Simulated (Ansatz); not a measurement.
One geometry of the cluster AgGe₂, several levels of theory.

```yaml
crystal:
  periodic: [false, false, false]
  atoms:
    - {symbol: Ag, position_ang: [-1.330709, -0.540956, 0.119878]}
    - {symbol: Ge, position_ang: [0.158844, 1.423723, -0.477854]}
    - {symbol: Ge, position_ang: [1.171863, -0.882767, 0.357977]}
basis:
  gaussian: {orbitals: def2-TZVP, initial_orbitals: start.molden}
magnetization: {spin_polarized: true, initial_magnetization: 3}
correlation: {method: mp2}
scf: {omitted_lower_state_checks: [starts]}
output: {orbitals: {seedname: orbitals}}
```

The file start.molden holds the orbitals of an earlier run on this structure, at another level or in another basis.

```sh
$ ansatz run in.yaml --threads 4 --pin off --events-out ev --progress --plain --max-ram 3916MiB
```

It prints (some lines left out):

```
Functional definition: HF
1035 factors; integrals over basis functions are off by at most 6.3e-4 eV
mean field evaluation 1: about -116920.5482 eV, gradient 2.3e1 eV
mean field evaluation 2: about -116921.5435 eV, gradient 1.4e0 eV
mean field evaluation 4: about -116921.6940 eV, gradient 3.4e-1 eV
mean field evaluation 8: about -116921.9596 eV, gradient 1.7e-1 eV
mean field evaluation 16: about -116922.0324 eV, gradient 4.3e-2 eV
mean field evaluation 32: about -116922.0327 eV, gradient 2.6e-6 eV
mean field -116922.03274913 eV, -4296.8054509304 hartree, gradient 2.6e-6 eV, S^2 4.172825; 0 other end points of the search recorded, 0 dependent functions left out
18 core orbitals not correlated: weight in the atoms' cores, before any rotation towards them, 1.000 or more for the frozen orbitals, at most 0.000 for the correlated occupied ones
reference -116922.03274913 eV, -4296.8054509304 hartree; 25, 22 occupied and 93, 96 virtual orbitals, 1035 factors
second order -24.58717530 eV of doubles, -0.00000000 eV of singles
Total energy: -116946.61992443 eV, -4297.7090129568 hartree
Checks for a lower state left out: starts
```

Hardware: 4 threads of Arm Neoverse V2 on a shared host. Wall time 5.5 s.

First input, but with `hamiltonian: {xc: pbe}`, `correlation: {method: rpa}` and without the key `output` (abridged; 4.5 s):

```
Functional definition: PBE
mean field evaluation 16: about -117018.4381 eV, gradient 2.0e-6 eV
mean field -117018.43814868 eV, -4300.3482840179 hartree, gradient 2.0e-6 eV, S^2 3.760240
18 core orbitals not correlated: weight in the atoms' cores, before any rotation towards them, 1.000 or more for the frozen orbitals, at most 0.000 for the correlated occupied ones
Total energy: -116955.28948272 eV, -4298.0276133475 hartree
Checks for a lower state left out: starts
```

As the first input, with `hamiltonian: {xc: hf}` and without the key `correlation` (abridged; 5.5 s):

```
Functional definition: HF
mean field evaluation 16: about -116922.0324 eV, gradient 4.3e-2 eV
mean field evaluation 32: about -116922.0327 eV, gradient 6.6e-6 eV
mean field -116922.03274913 eV, -4296.8054509304 hartree, gradient 6.5e-6 eV, S^2 4.172826
Total energy: -116922.03274913 eV, -4296.8054509304 hartree
Checks for a lower state left out: starts
```

The first input with `hamiltonian: {xc: {name: r2SCAN0}, dispersion: d4}` and without the key `correlation` (abridged; 10 s):

```
Functional definition: r2SCAN0
mean field evaluation 16: about -117033.4051 eV, gradient 9.5e-6 eV
mean field -117033.40509066 eV, -4300.8983089906 hartree, gradient 9.6e-6 eV, S^2 3.767890
Total energy: -117033.43551707 eV, -4300.8994271404 hartree
Checks for a lower state left out: starts
```

Geometry: PBE-D4/def2-TZVP.

In the def2 sets Ag takes a core potential; there is no spin–orbit coupling. Correlated methods freeze 18 core orbitals; core or outer-core shells of Ag, Ge are correlated, in sets that lack core-valence functions. At MP2/def2-TZVP, HF/def2-TZVP the charge 0 quartet is spin-contaminated (final ⟨S²⟩ up to 4.17, 3.75 for a pure state). At PBE0-D4/def2-TZVP a doublet of charge 0 lies 1.24 eV below the quartet, each at its own geometry. The structure comes from a short search, and lower isomers may exist.
